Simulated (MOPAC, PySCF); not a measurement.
Species: NO₃, net charge -1, singlet state. SMILES: [O-][N+](=O)[O-]
Geometry: optimised at B3LYP-D3(BJ)/def2-TZVP (Ansatz).

Unscaled harmonic wavenumbers (cm⁻¹) in rising order, each level at the stationary point that it reaches from this structure (no distance between atoms moves by over 0.3 Å); the order of modes can differ between levels, and a negative number is imaginary. B3LYP-D3(BJ)/def2-TZVP (PySCF, at the structure above): 715, 715, 851, 1069, 1401, 1401.

AM1 (MOPAC): 755, 755, 769, 1538, 1944, 1944. Zero-point energy 11.0 against 8.8 kcal/mol; where all levels lie over 400 cm⁻¹, the wavenumbers are on average 1.205 times those of B3LYP-D3(BJ)/def2-TZVP.

PM3 (MOPAC): 597, 597, 779, 1293, 1773, 1773. Zero-point energy 9.7 against 8.8 kcal/mol; where all levels lie over 400 cm⁻¹, the wavenumbers are on average 1.054 times those of B3LYP-D3(BJ)/def2-TZVP.
